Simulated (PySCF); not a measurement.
# N²⁺ (nitrogen, charge +2): UHF calculation

Configuration: [He] 2s2 2p1, 2P determinant. All numbers are calculated (PySCF 2.14, the spin-free X2C one-electron Hamiltonian (Gaussian nucleus), in aug-cc-pCVQZ-DK (9s8p6d4f2g, 109 functions)).

```
Total energy                                                  : -52.849761 hartree
One-electron energy                                           : -65.5311 hartree
Hartree (Coulomb) energy                                      : 18.4039 hartree
Exchange energy                                               : -5.7225 hartree
⟨S²⟩                                                          : 0.7543
⟨L²⟩                                                          : 2.011
Sum of ⟨r⟩                                                    : 3.932 bohr
Sum of ⟨r²⟩                                                   : 4.965 bohr²
Traceless quadrupole moment −½Σ⟨3z² − r²⟩ along its main axis : -0.626 e·bohr²
Langevin diamagnetic susceptibility                           : -3.93 ×10⁻⁶ cm³/mol
```

```
shell  electrons  mean orbital energy (hartree)  rms radius, mean of both spins (bohr)
 1s α          1                      -17.14842                                  0.264
 1s β          1                      -17.10350                                  0.264
 2s α          1                       -2.16057                                   1.28
 2s β          1                       -1.99084                                   1.28
 2p α          1                       -1.76511                                   1.24
```

Spin-orbit constants ζ (cm⁻¹) from the X2C one-electron operator on these orbitals: bare nucleus, nucleus screened by l(l+1)(2l+1)/3 electrons, and screened by the Breit-Pauli mean field of the electrons.

```csv
shell,bare,screened nucleus,mean field
2p,190.4,136.0,116.2
```

To first order the Landé constant is A = 116.2 cm⁻¹, so the lowest level has J = 1/2 and lies 0.0144 eV below the centre of the term.
